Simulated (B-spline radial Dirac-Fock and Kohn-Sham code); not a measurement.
K-line shifts caused by a second vacancy in Au⁴⁺

System: the Au⁴⁺ ion, [Xe] 4f14 5d7.

Input file task.json (cfg lists n, l and occupation; rrms is the nuclear radius in fm):

```json
{"items": [{
  "Z": 79,
  "q": 4,
  "cfg": [[1, 0, 2], [2, 0, 2], [2, 1, 6], [3, 0, 2], [3, 1, 6], [3, 2, 10], [4, 0, 2], [4, 1, 6], [4, 2, 10], [4, 3, 14], [5, 0, 2], [5, 1, 6], [5, 2, 7]],
  "A": 197,
  "rrms": 5.4371,
  "do": ["binding", "quiet", "double"]
}]}
```

Launch: `python xray_run.py task.json out`

Model: Dirac-Fock (average of configuration) total-energy differences with a finite nucleus, the Breit interaction including its frequency dependence, and self-energy and vacuum-polarisation corrections. Program: a radial atomic solver. Each two-hole energy is an average over J within one jj subconfiguration, not an observable level; in light atoms, where LS coupling holds, the j-resolved values are not observed lines, and for a K spectator the Kα1 hypersatellite is nearly forbidden. No correlation.

Lines without a spectator: Kα2 (K-L2) 66985.5 eV, Kα1 (K-L3) 68800.3 eV, Kβ3 (K-M2) 77565.2 eV, Kβ1 (K-M3) 77970.1 eV. Shifts in eV with one spectator hole (a dash: not computed, or left out as unreliable):

| spectator hole | Kα2 | Kα1 | Kβ3 | Kβ1 |
| --- | --- | --- | --- | --- |
| K (1s) | +1085.1 | +1180.1 | +1408.5 | +1430.9 |
| L2 (2p1/2) | +142.2 | +195.1 | – | +361.6 |
| L3 (2p3/2) | +100.1 | +112.7 | +260.0 | – |
| M2 (3p1/2) | – | +31.6 | +58.7 | +69.8 |
| M3 (3p3/2) | +15.82 | – | +47.4 | +48.5 |
| M5 (3d5/2) | -0.57 | +3.91 | – | – |

Run: 51 s of CPU time on 1 thread of Neoverse-V1 (shared host), peak memory 0.58 GiB.
